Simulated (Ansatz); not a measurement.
Input for Ansatz (an electronic-structure program): R-PBE/def2-TZVPP on FHOPb (SMILES [OH][Pb][F]), a point of a torsion scan. Elements past Kr take the def2 small-core potentials; no spin–orbit coupling.

Ansatz 0.2 input:
```yaml
crystal:
  periodic: [false, false, false]
  atoms:
    - {symbol: O, position_ang: [-1.18435677, 0.19192434, -0.07889897]}
    - {symbol: Pb, position_ang: [0.63854609, 0.98258375, -0.71095826]}
    - {symbol: F, position_ang: [1.99925430, -0.26402758, 0.29543901]}
    - {symbol: H, position_ang: [-1.35829858, -0.53799256, 0.50811068]}
basis:
  gaussian:
    orbitals: def2-TZVPP
hamiltonian:
  xc: {name: PBE}
scf: {lower_state_search: off}
```

The log:

```
WARN ansatz: RAYON_NUM_THREADS=1 ignored (pool sized by the plan → 1); use --threads N
Functional definition: PBE
these checks for a lower state are left out or cut short: stability, starts, cluster_reference, orbital_swaps, neighbouring_geometries, increment
integrals: 0.04 GiB planned
748 factors; their error is unknown
mean field: 0.30 GiB planned
mean field evaluation 1: about -10016.4469 eV, gradient 8.5e1 eV
mean field evaluation 2: about -9837.4195 eV, gradient 2.5e2 eV
mean field evaluation 4: about -10024.2314 eV, gradient 5.2e1 eV
mean field evaluation 8: about -10028.7971 eV, gradient 3.0e-1 eV
mean field evaluation 16: about -10028.7953 eV, gradient 2.0e-4 eV
mean field -10028.79529502 eV, -368.5514293305 hartree, gradient 3.3e-7 eV, S^2 0.000000; 0 other end points of the search recorded, 0 dependent functions left out
reference -10028.79533768 eV, -368.5514308982 hartree; 20, 20 occupied and 106, 106 virtual orbitals, 748 factors
Total energy: -10028.79533768 eV, -368.5514308982 hartree
Checks for a lower state left out: stability, starts, cluster_reference, orbital_swaps, neighbouring_geometries, increment
```

Self-consistency was reached.

Cost: around 0.9 core-seconds (rough).
